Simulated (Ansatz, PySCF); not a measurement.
The pair A = N2 (SMILES N#N) (first 2 atoms), B = H4OSi (SMILES O[SiH3]); geometry from B3LYP-D3(BJ)/def2-TZVP.
(charge 0, multiplicity 1):
```xyz
8

N      0.5057     0.4764    -1.1934
N      0.4927     0.5628    -0.1067
O      0.3990     0.7455     3.0825
Si    -0.3640    -0.5449     3.7706
H      0.4756     0.7698     2.1247
H     -1.7711    -0.6616     3.3103
H     -0.3345    -0.3112     5.2280
H      0.3227    -1.8230     3.4543
```

Cores are frozen in the correlated methods. Rows in 6-31G* carry no dispersion term and start afresh at each structure (6-31G* with six Cartesian d functions).

Run with Ansatz (a quantum-chemistry and plane-wave program) with Gaussian orbitals; PySCF for 6-31G* rows. 

Total energies (hartree), monomers frozen at their geometry in the pair:

```csv
structure,B3LYP/6-31G*,B3LYP/def2-TZVPPD,CCSD(T)/aug-cc-pV(D+d)Z
AB,-476.6690833,-476.8031664,-475.8253296
A in the pair's basis,-109.5242092,-109.5738997,-109.2935028
B in the pair's basis,-367.1430958,-367.2278568,-366.5296954
A,-109.5234326,-109.5737992,-109.2927325
B,-367.1425777,-367.2278151,-366.5290822
```

Work out the interaction energy without and with the counterpoise correction, and the superposition error, for each level.


E(AB) − E(A) − E(B), times 627.509 kcal/mol, with the monomers in their own basis and then in the pair's basis:
- B3LYP/6-31G*: -1.93 uncorrected, -1.12 corrected; the monomers gain 0.81 kcal/mol from borrowed functions
- B3LYP/def2-TZVPPD: -0.97 uncorrected, -0.88 corrected; the monomers gain 0.09 kcal/mol from borrowed functions
- CCSD(T)/aug-cc-pV(D+d)Z: -2.21 uncorrected, -1.34 corrected; the monomers gain 0.87 kcal/mol from borrowed functions
